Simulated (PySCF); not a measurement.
## Simulated absorption spectrum

Species: Cu(NH3)(SH) (singlet state).
SMILES: `[NH3]->[Cu][SH]`

Method: PySCF, TDDFT PBE0/def2-SVPD, vertical, gas phase, core orbitals frozen in the response. Geometry: PBE0-D3(BJ)/def2-SVP; no solvent, vibrations or thermal averaging.

Broadening: Gaussians 0.3 eV wide at half height, area fixed by f = 4.319×10⁻⁹ ∫ε dν̃. The width is an assumption, not a result. The curve ends short of the highest state used, and states not computed would add to its high-energy end.

```tsv
λ (nm)	ε (L mol⁻¹ cm⁻¹)
219.6	18593
224.8	11630
229.9	5179
235.1	4744
240.2	8360
245.4	8787
250.6	5012
255.7	1710
260.9	525
266.1	889
271.2	2217
276.4	3615
281.6	3775
286.7	2667
291.9	1311
297.0	478
302.2	128
307.4	27
312.5	8
317.7	19
322.9	63
328.0	166
333.2	347
338.3	575
343.5	782
348.7	879
353.8	832
359.0	673
364.2	470
369.3	290
374.5	157
379.7	76
384.8	34
390.0	14
395.1	5
400.3	2
```

(1) Locate the maxima and give the states behind the curve.

(2) Does any computed singlet lie in the visible range?

(3) On this curve, what absorbance would a 10⁻⁵ mol/L sample give at 355 nm over a 1 cm path?

(4) Coming from long wavelengths, where does ε first pass 100 L mol⁻¹ cm⁻¹?

Results:

(1) 349 nm (3.55 eV), ε about 880, made up of S1 (100%); 280 nm (4.44 eV), ε about 3900, made up of S2 (100%); 243 nm (5.10 eV), ε about 9300, made up of S5 (13%), S7 (37%) and S8 (50%) (ε in L mol⁻¹ cm⁻¹; maxima over ε = 5, shares over 10%). At its high-energy end, 5.65 eV, the curve is still rising (ε about 19000, from S10, S11 and S12). The states used: S1 3.55 eV (f 0.0098); S2 4.44 eV (f 0.043); S3 4.66 eV (f 0.0001); S4 5.00 eV (f 0.0001); S5 5.05 eV (f 0.014); S6 5.05 eV (f 0.0004); S7 5.06 eV (f 0.041); S8 5.14 eV (f 0.054); S9 5.50 eV (f 0.010); S10 5.57 eV (f 0.107); S11 5.77 eV (f 0.094); S12 5.80 eV (f 0.108); S13 6.00 eV (f 0.0024); S14 6.22 eV (f 0.0000); S15 6.25 eV (f 0.011).

(2) No computed singlet lies in the visible range (380 to 750 nm); the lowest, at 350 nm, stands 0.28 eV above its violet end (3.26 eV).

(3) 355 nm is 3.493 eV, where ε is about 800 L mol⁻¹ cm⁻¹, so A = ε c l ≈ 0.008 (Beer–Lambert, with the gas-phase spectrum and the assumed width).

(4) At about 378 nm (3.28 eV), 0.26 eV below S1.

The run took 15 s wall on one thread, Arm Neoverse N1, shared host.
